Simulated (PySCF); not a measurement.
A structure optimised at PBE-D3(BJ)/def2-SVP, used in a PySCF frequency run:

```xyz
7

C     -0.8276    -2.7939     0.0000
C     -0.1414    -1.6698     0.0000
C      0.5243    -0.5349     0.0000
F      1.8594    -0.4397     0.0000
Br    -0.3374     1.1579     0.0000
H     -1.1287    -3.2891    -0.9415
H     -1.1287    -3.2891     0.9415
```
Charge 0, spin multiplicity 1.

Question: Write its SMILES, formula and point group.

Answer: C=C=C(F)Br, C₃H₂BrF, Cs

Question: What are its rotational constants (standard atomic weights)?

Answer: 5.6119, 1.9165, 1.4432 GHz
